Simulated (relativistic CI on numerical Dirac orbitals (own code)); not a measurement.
# Mn²⁺ in a cubic cluster: L2,3 absorption with charge transfer

Computed with a charge-transfer multiplet model of a cubic metal-ligand cluster with up to 2 ligand holes, Slater and spin-orbit integrals from Dirac-Coulomb-Breit ions, Slater integrals scaled by 0.9. The ground state mixes d5 with configurations of k ligand holes L, whose averages lie at kΔ + k(k − 1)U_dd/2; a core hole lowers each added d electron by U_cd. 20 K, Lorentzian 0.4 eV and Gaussian 0.3 eV FWHM.

Atomic integrals in eV (Slater integrals scaled, ζ unscaled), ground: F2dd 9.229, F4dd 5.732, zeta_d 0.037; with the core hole: F2dd 9.982, F4dd 6.207, zeta_d 0.052, zeta_core 6.792, F2cd 5.719, G1cd 4.215, G3cd 2.393.

Cluster parameters (eV): Δ = 7.2, U_dd = 7, 10Dq = 1.2, 10Dq(ligand) = 0.5, V(eg) = 1.6, V(t2g) = -0.75, final-state hopping factor = 1.

```csv
Case,n_d,d5,d6L,d7L2,S
U_cd = 6.3 eV,5.06,0.94,0.06,0.00,2.50
U_cd = 8.1 eV,5.06,0.94,0.06,0.00,2.50
U_cd = 9.3 eV,5.06,0.94,0.06,0.00,2.50
```

Weights, n_d and S are thermal averages at 20 K. Photon energies count from the first peak over 30 % of the highest in each spectrum, which can be another peak from case to case. The parameters are a model scan and need not match a compound or its usual spin state. Peaks in eV (height, largest 100):
- U_cd = 6.3 eV: -1.6 (29), 0.0 (100), 1.5 (30), 3.6 (11), 4.4 (7), 9.5 (14), 11.4 (17), 12.5 (16)
- U_cd = 8.1 eV: -1.6 (29), 0.0 (100), 1.4 (30), 3.6 (10), 4.4 (7), 9.6 (14), 11.4 (17), 12.2 (15), 12.5 (15)
- U_cd = 9.3 eV: -1.6 (30), 0.0 (100), 1.4 (30), 3.5 (10), 4.4 (7), 9.5 (14), 11.4 (17), 12.5 (15)

For the case U_cd = 8.1 eV, Δ = 7.2 eV is larger than U_dd = 7 eV, the Mott-Hubbard side of the Zaanen-Sawatzky-Allen scheme. With the core hole the configuration with one ligand hole lies at Δ + U_dd − U_cd = 7.9, 6.1, 4.9 eV from the one without, in the order of the table; where this is negative the screened configuration lies lower.
